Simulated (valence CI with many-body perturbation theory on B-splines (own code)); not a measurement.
The numbers below are computed, except where a source is named.
# Run record, Ir³⁷⁺

The program does CI of the valence electrons with many-body perturbation theory for a frozen closed Dirac-Fock core.

Command, and the settings that its task file holds:

```sh
python run_cv.py task.json out
```

```
atom Ir  Z=77  mass_number=193  rms_radius_fm=5.4032
core [Kr] 4d1
valence 4d4
avg = 1
basis = S
breit = 1
cap = 10000
capref = 1200
cscale = 1
de = 0.0
dress = 0
eps = 2e-08
extrap = 1
h = 0.27
hh = 1
l2 = 3
lcore = 6
maxit = 60
n2 = 5
natural = 1
nlev = 21
nno = [3, 3, 3, 3, 1]
nroot = 26
nsp = [3, 3, 2, 2, 0]
pt2 = 1
qed = 1
rpa = 1
s1 = 1
s2 = 1
s3 = 1
screen = 1
tol = 2e-05
whole = 1
```

Question: What became of the run, and why?

Answer: It gave no result: the perturbation theory needs a core of closed shells. The program said: "the core must hold closed shells only".
